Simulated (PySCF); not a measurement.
# Two-component Hartree-Fock for In (indium, neutral)

Start: [Kr] 4d10 5s1 5p2; 5s1/2 filled at m_j = +1/2; 5p3/2 filled at m_j = +1/2, +3/2. Calculated with PySCF 2.14 in x2c-SVPall-2c with one added diffuse shell each of s, p type (7s9p4d, 54 functions): generalised Hartree-Fock with the X2C-1e Hamiltonian and a Gaussian nucleus; one run each with spin-orbit coupling (SO) switched off, then screened by Boettger's factors. This is a chosen level, not necessarily the ground level.

| spinor shell | electrons | ε, spin-free (eV) | ε, screened SO (eV) | weight of nominal j (screened SO) | rms radius, screened SO (bohr) |
| --- | --- | --- | --- | --- | --- |
| 1s1/2 | 2 | -28079.2 | -28076.9 | 1.000 | 0.0341 |
| 2s1/2 | 2 | -4295.7 | -4295.1 | 1.000 | 0.139 |
| 2p1/2 | 2 | -3849.9 | -3996.4 | 1.000 | 0.120 |
| 2p3/2 | 4 | -3849.9 | -3782.9 | 1.000 | 0.125 |
| 3s1/2 | 2 | -855.61 | -855.50 | 1.000 | 0.371 |
| 3p1/2 | 2 | -705.78 | -733.09 | 1.000 | 0.365 |
| 3p3/2 | 4 | -705.78 | -693.26 | 1.000 | 0.376 |
| 3d3/2 | 4 | -473.53 | -478.23 | 1.000 | 0.351 |
| 3d5/2 | 6 | -473.53 | -470.34 | 1.000 | 0.353 |
| 4s1/2 | 2 | -146.05 | -146.08 | 1.000 | 0.908 |
| 4p1/2 | 2 | -99.093 | -103.87 | 1.000 | 0.972 |
| 4p3/2 | 4 | -99.093 | -96.981 | 1.000 | 0.998 |
| 4d3/2 | 4 | -29.075 | -29.681 | 0.964 | 1.27 |
| 4d5/2 | 6 | -29.075 | -28.761 | 0.976 | 1.28 |
| 5s1/2 | 1 | -14.255 | -14.269 | 0.999 | 2.86 |
| 5p3/2 | 2 | -6.714 | -6.679 | 0.804 | 3.77 |

```json
{"quantity": "E (hartree)", "spin-free": "-5876.91414", "screened SO": "-5878.16202"}
{"quantity": "M_J", "spin-free": "5/2", "screened SO": "5/2"}
{"quantity": "⟨J²⟩", "spin-free": "8.758", "screened SO": "8.758"}
{"quantity": "⟨L²⟩", "spin-free": "2.004", "screened SO": "2.036"}
{"quantity": "⟨S²⟩", "spin-free": "3.754", "screened SO": "3.756"}
```

Each row is a mean over spinors that exchange with the open shell spreads, by up to 0.536 eV (4d5/2).

Rows whose weight is well below 1 are mixtures of j = l ± 1/2: exchange outweighs spin-orbit coupling there, and the label is only the starting occupation.

Breit and QED terms are absent; they matter most for the inner s and p1/2 levels.

Densities and radii are taken from the X2C orbitals without a picture-change correction, which distorts them close to the nucleus.

Without spin-orbit coupling the j labels of p, d and f shells carry no meaning; the spin-free column gives the mean over the occupied spinors of each nl shell.
